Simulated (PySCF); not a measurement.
**Assignment exercise: C7H10NP**

Bonds (- single, = double, # triple, : aromatic): C1=C2, C2-P3, P3=N4, P3-C5, C5=C6, C6-C7, C7-C8, C8=C9, C9-P3. C1 carries H10, H11; C2 carries H12; N4 carries H13; C5 carries H14; C6 carries H15; C7 carries H16, H17; C8 carries H18; C9 carries H19. H10 is cis to P3; H11 is trans to P3.

Calculated, not measured (PySCF): σ from GIAO-PBE0/pcSseg-1, structure optimised with GFN2-xTB. One averaged value for each set of equivalent atoms, non-relativistic Hamiltonian, in vacuum, one conformer.

Chemical shifts δ = σref − σ; 13C (σ = 186.93 ppm) and 1H (σ = 31.72 ppm) against TMS, all at this level.

Q: Assign these signals to the numbered atoms. 13C{1H} NMR (computed): δ 151.2, 145.6, 141.0, 138.3, 34.4.

A: 
| δ (ppm) | atoms | environment | reason |
| --- | --- | --- | --- |
| 151.2 | C2 | alkene CH | an sp2 carbon of a C=C bond |
| 145.6 | C6/C8 | alkene CH | – |
| 141.0 | C1 | terminal =CH2 carbon | an sp2 carbon of a C=C bond |
| 138.3 | C5/C9 | alkene CH | as expected for a trigonal carbon in a double bond |
| 34.4 | C7 | allylic sp3 CH2 | saturated and bonded to C and H only |

Q: Assign these signals to the numbered atoms. 1H NMR (400 MHz, computed): δ 6.85 (m, 1H), 6.75 (m, 2H), 6.53 (m, 1H), 6.24 (m, 2H), 5.80 (m, 1H), 2.99 (m, 1H), 2.94 (m, 1H), 1.00 (br s, 1H).

A: 
| δ (ppm) | atoms | environment | reason |
| --- | --- | --- | --- |
| 6.85 | H12 | hydrogen on an alkene CH | olefinic region |
| 6.75 | H15/H18 | hydrogen on an alkene CH | – |
| 6.53 | H11 | hydrogen on a terminal =CH2 carbon | attached to an sp2 carbon and in the plane of the double bond |
| 6.24 | H14/H19 | hydrogen on an alkene CH | olefinic region |
| 5.80 | H10 | hydrogen on a terminal =CH2 carbon | attached to an sp2 carbon and in the plane of the double bond |
| 2.99 | H16 | hydrogen on an allylic sp3 CH2 | allylic position |
| 2.94 | H17 | hydrogen on an allylic sp3 CH2 | – |
| 1.00 | H13 | hydrogen on a nitrogen bonded to P | exchangeable; this is the value without hydrogen bonding to other molecules |

H12 and H15/H18; H16 and H17 lie closer than the usual error of such a calculation, so a measured spectrum could show them in the other order.

The OH or NH signal is concentration- and solvent-dependent in practice; the value given is the gas-phase one. Splittings by 31P in the carbon and heteronuclear signals aren't shown, as no couplings were computed. Shifts are as computed. Against solution values, carbons near 30 ppm lie about +3 ppm off and those near 130 ppm about +5 ppm. Of 1211 compounds with measured shifts, 218 miss one by over three times the rms of a fit or turn the order of signals round; such compounds aren't used in these exercises. Multiplicities follow the n + 1 count of equivalent neighbours, as no J values were calculated; m marks all less simple cases, F and P coupling included.
